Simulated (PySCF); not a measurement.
A structure optimised at B3LYP-D3(BJ)/def2-TZVP, used in a PySCF frequency run:

```xyz
4

O      1.4266     0.0000     0.0000
S      0.0000     0.0000     0.0000
O     -0.7133    -1.2355     0.0000
O     -0.7133     1.2355     0.0000
```
Charge 0, spin multiplicity 1.

Task: Write its SMILES, formula and point group.

Result: O=S(=O)=O, O₃S, D3h

Task: What are its rotational constants (standard atomic weights)?

Result: 10.347, 10.347, 5.1735 GHz
